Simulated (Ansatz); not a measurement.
# A geometry optimisation of BrGe2H3 with B3LYP-D3(BJ)/def2-SVP

The starting geometry of this gas-phase singlet was optimised with GFN2-xTB.

```yaml
atoms:
  - { symbol: Br, position_ang: [-2.2331, -1.1178, 0.1131] }
  - { symbol: Ge, position_ang: [0.5416, 1.4731, -1.4999] }
  - { symbol: Ge, position_ang: [-0.3690, 0.0695, 0.8729] }
  - { symbol: H, position_ang: [-0.8087, 1.5860, -0.3032] }
  - { symbol: H, position_ang: [1.4757, 1.7937, -0.1924] }
  - { symbol: H, position_ang: [0.5564, -0.2104, -0.8408] }
```

Q: Where would you expect an optimisation with B3LYP-D3(BJ)/def2-SVP to take it?

A: New bonds form, giving a structure with H4 bridging Ge3 and Ge2, H6 bridging Ge2 and Ge3, given below by its coordinates. Contacts that close: Ge3–H4 (1.97 → 1.82 Å), Ge3–H6 (1.97 → 1.82 Å).

The energy falls by 0.17 eV over 9 steps:

```tsv
step	E − E(last) (eV)
1	0.168
2	0.087
3	0.013
4	0.011
5	0.005
6	0.004
7	0.000
8	0.000
9	0.000
```

Final geometry (Å):

```yaml
atoms:
  - { symbol: Br, position_ang: [-2.2824, -1.1133, -0.0303] }
  - { symbol: Ge, position_ang: [0.4558, 1.3946, -1.4536] }
  - { symbol: Ge, position_ang: [-0.3958, 0.0540, 0.8606] }
  - { symbol: H, position_ang: [-0.7118, 1.5139, -0.1728] }
  - { symbol: H, position_ang: [1.5412, 1.8988, -0.3820] }
  - { symbol: H, position_ang: [0.5560, -0.1539, -0.6723] }
```

Frequencies at the end are all real (lowest 65 cm⁻¹). Run with Ansatz 0.2.0, 31 s on 2 threads of Intel(R) Xeon(R) Platinum 8259CL CPU @ 2.50GHz (Skylake/Cascade Lake), with other jobs on the host.
